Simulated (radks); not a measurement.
Values are calculated unless marked as measured or tabulated.
Task: Pr+, 58 electrons, occupied as [Kr] 4d10 4f4 5s1 5p6 6s1 (not the ground configuration). Level of theory: Dirac Kohn-Sham, BLYP, spin-unpolarised, spherical densities, finite nucleus; open shells fill j = l - 1/2 first; Fermi nuclear charge, rms radius 4.8919 fm (a radial shooting solver on a logarithmic mesh with Libxc functionals). Some entries of the table are withheld. Estimate them.

orbital,occ.,eigenvalue (eV),r(max) (bohr)
1s1/2,2,-41784.72,0.01541
2s1/2,2,-6722.551,0.08740
2p1/2,2,(1),(2)
2p3/2,4,(3),(4)
3s1/2,2,-1452.105,0.2493
3p1/2,2,-1295.508,0.2360
3p3/2,4,-1199.913,0.2476
3d3/2,4,-926.4267,0.1985
3d5/2,6,-905.8111,0.2018
4s1/2,2,-291.1491,0.5796
4p1/2,2,-232.6178,0.5881
4p3/2,4,-212.1244,0.6130
4d3/2,4,-116.0800,0.6322
4d5/2,6,-112.5038,0.6405
5s1/2,1,(5),1.358
5p1/2,2,-29.1004,(6)
5p3/2,4,-26.3401,(7)
6s1/2,1,-8.1861,3.578
4f5/2,4,-5.9889,0.7014
4f7/2,0,-5.6751,0.7073

Result: 
(1) 2p1/2 eigenvalue (eV): -6354.661
(2) 2p1/2 r(max) (bohr): 0.06649
(3) 2p3/2 eigenvalue (eV): -5872.171
(4) 2p3/2 r(max) (bohr): 0.07184
(5) 5s1/2 eigenvalue (eV): -44.5535
(6) 5p1/2 r(max) (bohr): 1.493
(7) 5p3/2 r(max) (bohr): 1.565
